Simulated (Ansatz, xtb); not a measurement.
# C3H8AlCl: where a starting geometry ends

The starting geometry of this gas-phase singlet was built from a drawn formula by distance geometry and a force field; its bonds are those of `[CH3][Al]([CH3])[CH2]Cl`.

```yaml
atoms:
  - { symbol: C, position_ang: [0.9740, 3.1068, -0.8757] }
  - { symbol: C, position_ang: [-1.4122, 0.8047, -0.0566] }
  - { symbol: C, position_ang: [1.8775, -0.1111, 0.0091] }
  - { symbol: Al, position_ang: [0.4496, 1.2913, -0.3204] }
  - { symbol: Cl, position_ang: [2.8089, -0.3633, -1.4448] }
  - { symbol: H, position_ang: [1.5443, 3.0210, -1.8746] }
  - { symbol: H, position_ang: [0.0839, 3.6997, -1.0288] }
  - { symbol: H, position_ang: [1.5870, 3.5668, -0.0983] }
  - { symbol: H, position_ang: [-2.0839, 1.6671, -0.2915] }
  - { symbol: H, position_ang: [-1.6191, 0.4625, 0.9461] }
  - { symbol: H, position_ang: [-1.7115, -0.0743, -0.7698] }
  - { symbol: H, position_ang: [2.5710, 0.2586, 0.8543] }
  - { symbol: H, position_ang: [1.4262, -1.0545, 0.3687] }
```

**Question.** Where would you expect an optimisation with r2SCAN-D4/def2-SVP to take it?

**Answer.** A new bond forms, giving a structure with Cl5 bridging C3 and Al4, given below by its coordinates. Contacts that close: Al4–Cl5 (3.09 → 2.51 Å).

The energy falls by 0.49 eV over 23 steps:

```json
{"step": "1", "E − E(last) (eV)": "0.489"}
{"step": "3", "E − E(last) (eV)": "0.166"}
{"step": "6", "E − E(last) (eV)": "0.048"}
{"step": "8", "E − E(last) (eV)": "0.023"}
{"step": "11", "E − E(last) (eV)": "0.016"}
{"step": "13", "E − E(last) (eV)": "0.010"}
{"step": "16", "E − E(last) (eV)": "0.004"}
{"step": "18", "E − E(last) (eV)": "0.001"}
{"step": "21", "E − E(last) (eV)": "0.000"}
{"step": "23", "E − E(last) (eV)": "0.000"}
```

Final geometry (Å):

```tsv
atom	x (Å)	y (Å)	z (Å)
C	1.0558	3.1094	-0.7081
C	-1.3854	0.7323	-0.0997
C	1.8811	-0.0556	0.0786
Al	0.4785	1.2878	-0.2962
Cl	1.6804	-0.3295	-1.7857
H	2.1007	3.1516	-1.0584
H	0.4271	3.5818	-1.4822
H	0.9906	3.7601	0.1830
H	-2.0331	1.1643	-0.8818
H	-1.8029	1.0675	0.8671
H	-1.5062	-0.3632	-0.1376
H	2.9406	0.2037	0.2099
H	1.6684	-1.0351	0.5287
```

From the same start GFN2-xTB reaches the same bonding as this run.

The end wasn't checked by frequencies. Run with Ansatz 0.2.0, 2.9 min on 2 threads of Intel(R) Xeon(R) Processor @ 2.50GHz (Skylake/Cascade Lake) (shared host).
